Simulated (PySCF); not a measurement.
A structure optimised at PBE-D3(BJ)/def2-SVP, used in a PySCF frequency run:

```xyz
11

C      2.0963     0.2495     0.0000
C      0.6574    -0.2124     0.0000
C      0.3878    -1.5378     0.0000
F     -0.8473    -2.0466     0.0000
B     -0.4774     0.8502     0.0000
F     -0.1610     2.1501     0.0000
F     -1.7759     0.5550     0.0000
H      2.3146     0.8788    -0.8877
H      2.8106    -0.5983     0.0000
H      2.3146     0.8788     0.8877
H      1.1575    -2.3326     0.0000
```

**Question.** Write its SMILES, formula and point group.

**Answer.** C/C(=C/F)B(F)F, C3H4BF3, Cs

**Question.** What are its rotational constants (standard atomic weights)?

**Answer.** 3.2245, 2.3003, 1.3540 GHz
